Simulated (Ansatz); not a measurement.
Total energies of `B[CH2][Al]([CH3])[SiH3]`.

| atom | x (Å) | y (Å) | z (Å) |
| --- | --- | --- | --- |
| B1 | -1.992 | 1.237 | -0.212 |
| C2 | -1.755 | -0.246 | -0.122 |
| Al3 | 0.241 | -0.337 | -0.129 |
| C4 | 1.116 | -1.085 | -1.703 |
| Si5 | 1.449 | 0.384 | 1.884 |
| H6 | -2.136 | 1.774 | -1.276 |
| H7 | -1.936 | 1.928 | 0.769 |
| H8 | -2.052 | -0.877 | -0.963 |
| H9 | -1.942 | -0.715 | 0.852 |
| H10 | 2.198 | -0.934 | -1.705 |
| H11 | 0.705 | -0.656 | -2.622 |
| H12 | 0.937 | -2.165 | -1.754 |
| H13 | 0.604 | 0.313 | 3.111 |
| H14 | 2.679 | -0.422 | 2.136 |
| H15 | 1.885 | 1.804 | 1.733 |

The species carries charge 0 and has multiplicity 1. The geometry is a stationary point of PBE0-D4/def2-TZVP. It is one conformer, not always the lowest. Basis def2-TZVPP, Ansatz.

RPA on PBE orbitals: Hartree–Fock energy of these orbitals -637.08366 Eh, correlation -1.23133 Eh (frozen core).

```csv
functional,energy without D4 (Eh),D4 term (kJ/mol)
LDA (SPW92),-635.73127,–
PBE,-638.58550,-28.9
revPBE,-638.89869,-79.4
BLYP,-638.97070,-61.1
r2SCAN,-638.91990,-7.7
B97M-V,-638.92987,–
PBE0,-638.66698,-25.0
B3LYP,-639.10836,-46.2
r2SCANh,-638.91403,-8.3
r2SCAN0,-638.90627,-9.1
HSE06 (plane-wave form),-638.64647,-23.6
BHLYP,-638.98242,-37.9
CAM-B3LYP,-638.98587,-25.8
LC-ωPBE,-638.80168,–
ωB97X-V,-638.93331,–
ωB97M-V,-638.92735,–
B2PLYP,-638.69538,–
PBE-QIDH,-638.47765,–
```

B3LYP takes the VWN-RPA correlation (the form of Gaussian; ORCA's B3LYP/G). HSE06 is the plane-wave form, built on full-range PBE exchange. The double hybrids freeze the cores in their second-order part.

LC-ωPBE has ω = 0.4 bohr⁻¹.
